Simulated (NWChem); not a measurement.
SiHO2 cation; SMILES O=[Si]=[OH+]

```xyz
4

O      0.0009     1.5907     0.0000
Si    -0.0006     0.0879     0.0000
O      0.0023    -1.4357     0.0000
H     -0.0161    -2.4044     0.0000
```
Atoms are numbered in this order, from 1.

All runs: NWChem. Pople sets run with spherical d functions. All runs use the structure optimised with PBE0/def2-SVP. B3LYP is NWChem's, with the RPA form of VWN correlation. Atomic charges in e: unrestrained fits to the electrostatic potential beside Mulliken populations; the two definitions need not agree.

For level Hartree-Fock/6-31G*:

| Item | Value |
|---|---|
| ESP O1 | -0.58 |
| Mulliken O1 | -0.47 |
| ESP Si2 | 1.69 |
| Mulliken Si2 | 1.62 |
| ESP O3 | -0.70 |
| Mulliken O3 | -0.74 |

Task: What are these values for level B3LYP/def2-SVP?

Result: ESP O1: -0.42
Mulliken O1: -0.16
ESP Si2: 1.43
Mulliken Si2: 1.03
ESP O3: -0.55
Mulliken O3: -0.16
